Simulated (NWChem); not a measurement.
System: C4H4O2; SMILES o1ccc(O)c1

Input file for NWChem:

```
start job
memory heap 200 mb stack 900 mb global 1100 mb
geometry units angstroms noautoz
  O     -0.113323    -2.065981     0.000000
  C     -0.031738    -0.720793     0.000000
  C      1.142581     0.099214     0.000000
  C      0.686297     1.385289     0.000000
  O     -0.651833     1.415385     0.000000
  C     -1.098194     0.135368     0.000000
  H      0.774795    -2.433990     0.000000
  H      2.181740    -0.225709     0.000000
  H      1.194502     2.346478     0.000000
  H     -2.171905    -0.021268     0.000000
end
basis spherical
  * library 6-31g*
end
dft
  xc becke88 lyp
  iterations 200
  cgmin
end
task dft gradient
```

NWChem printed, in part:

```
             Northwest Computational Chemistry Package (NWChem) 7.3.0
             --------------------------------------------------------

 CS  symmetry detected

                             Geometry "geometry" -> ""
                             -------------------------

 Output coordinates in angstroms (scale by  1.889725989 to convert to a.u.)

  No.       Tag          Charge          X              Y              Z
 ---- ---------------- ---------- -------------- -------------- --------------
    1 O                    8.0000    -0.09737663    -2.06356931     0.00000000
    2 C                    6.0000    -0.02695553    -0.71775070     0.00000000
    3 C                    6.0000     1.14051941     0.11197146     0.00000000
    4 C                    6.0000     0.67358048     1.39421638     0.00000000
    5 O                    8.0000    -0.66475316     1.41320881     0.00000000
    6 C                    6.0000    -1.10047843     0.12953239     0.00000000
    7 H                    1.0000     0.79376419    -2.42419688     0.00000000
    8 H                    1.0000     2.18233854    -0.20431840     0.00000000
    9 H                    1.0000     1.17379296     2.35958890     0.00000000
   10 H                    1.0000    -2.17285286    -0.03600685     0.00000000

 Effective nuclear repulsion energy (a.u.)     223.4174341048

      Symmetry information
      --------------------

 Group name             Cs
 Group number              2
 Group order               2
 No. of unique centers    10

                                 NWChem DFT Module
                                 -----------------

 Summary of "ao basis" -> "ao basis" (spherical)
 ------------------------------------------------------------------------------
       Tag                 Description            Shells   Functions and Types
 ---------------- ------------------------------  ------  ---------------------
 O                           6-31g*                  6       14   3s2p1d
 C                           6-31g*                  6       14   3s2p1d
 H                           6-31g*                  2        2   2s

      Symmetry analysis of basis
      --------------------------

        a'         68
        a"         24

            General Information
            -------------------
          SCF calculation type: DFT
          Wavefunction type:  closed shell.
          No. of atoms     :    10
          No. of electrons :    44
           Alpha electrons :    22
            Beta electrons :    22
          Charge           :     0
          Spin multiplicity:     1
          Use of symmetry is: on ; symmetry adaption is: on
          Maximum number of iterations: 200
          AO basis - number of functions:    92
                     number of shells:    44
          Convergence on energy requested:  1.00D-06
          Convergence on density requested:  1.00D-05
          Convergence on gradient requested:  5.00D-04

              XC Information
              --------------
                    Becke 1988 Exchange Functional  1.000
              Lee-Yang-Parr Correlation Functional  1.000

             Grid Information
             ----------------
          Grid used for XC integration:  medium
          Radial quadrature: Mura-Knowles
          Angular quadrature: Lebedev.
          Tag              B.-S. Rad. Rad. Pts. Rad. Cut. Ang. Pts.
          ---              ---------- --------- --------- ---------
          O                   0.60       49          11.0       434
          C                   0.70       49          10.0       434
          H                   0.35       45          11.0       434
          Grid pruning is: on
          Number of quadrature shells:   474
          Spatial weights used:  Erf1

      Superposition of Atomic Density Guess
      -------------------------------------

 Sum of atomic energies:        -302.14265121

      Non-variational initial energy
      ------------------------------

 Total energy =    -305.786809
 1-e energy   =    -853.927979
 2-e energy   =     324.723736
 HOMO         =      -0.195297
 LUMO         =       0.056647

      Symmetry analysis of molecular orbitals - initial
      -------------------------------------------------

  Numbering of irreducible representations:

     1 a'          2 a"

  Orbital symmetries:

     1 a'          2 a'          3 a'          4 a'          5 a'
     6 a'          7 a'          8 a'          9 a'         10 a'
    11 a'         12 a'         13 a'         14 a'         15 a"
    16 a'         17 a"         18 a'         19 a'         20 a'
    21 a"         22 a"         23 a"         24 a'         25 a"
    26 a'         27 a'         28 a'         29 a'         30 a'
    31 a'         32 a'

 ----------------------------------------------
         Quadratically convergent ROKS

[...]

                         DFT ENERGY GRADIENTS

    atom               coordinates                        gradient
                 x          y          z           x          y          z
   1 O      -0.184015  -3.899581   0.000000    0.016980   0.019262   0.000000
   2 C      -0.050939  -1.356352   0.000000   -0.005591  -0.009413   0.000000
   3 C       2.155269   0.211595   0.000000   -0.011937   0.005433   0.000000
   4 C       1.272883   2.634687   0.000000   -0.023802  -0.011718   0.000000
   5 O      -1.256201   2.670577   0.000000    0.020111  -0.024773   0.000000
   6 C      -2.079603   0.244781   0.000000    0.018702   0.015885   0.000000
   7 H       1.499997  -4.581068   0.000000   -0.014814   0.006011   0.000000
   8 H       4.124022  -0.386106   0.000000   -0.000375   0.000471   0.000000
   9 H       2.218147   4.458976   0.000000    0.000765  -0.000267   0.000000
  10 H      -4.106097  -0.068043   0.000000   -0.000039  -0.000891   0.000000
```

Level: BLYP/6-31G* (spherical d). Coordinates come from a PBE0/def2-SVP optimisation.
